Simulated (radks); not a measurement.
Polarisability of the indium ion In3+, [Kr] 4d10, at imaginary frequency. Calculated with a radial shooting solver on a logarithmic mesh with Libxc functionals: scalar-relativistic Kohn-Sham, LB94 model potential, spin-polarised, spherical densities, finite nucleus; Fermi nuclear charge, rms radius 4.6156 fm. Response by self-consistent Sternheimer equations with the Hartree and adiabatic LDA kernel, the relativistic mass of each level held fixed and spin-orbit coupling left out.

w (hartree)  alpha1(iw) (bohr^3)  alpha2(iw) (bohr^5)
0.00266                    3.467                9.573
0.0143                     3.466                9.570
0.0360                     3.464                9.553
0.0697                     3.458                9.500
0.118                      3.442                9.370
0.186                      3.406                9.097
0.280                      3.334                8.601
0.413                      3.197                7.825
0.605                      2.960                6.795
0.892                      2.584                5.622
1.35                       2.057                4.385
2.12                       1.412                3.091
3.59                      0.7644                1.791
6.94                      0.2894               0.7169
17.5                     0.06637               0.1435

Static values: alpha1 = 3.467 bohr^3 (0.5137 angstrom^3; uncoupled 5.253), alpha2 = 9.573 bohr^5, alpha3 = 33.92 bohr^7. C6 = 15.44, C8 = 181.7, triple-dipole C9 = 37.82 atomic units. One-pole (London) frequency 4 C6 / (3 alpha1^2) = 1.713 hartree, against 2.091 for minus the highest occupied eigenvalue.
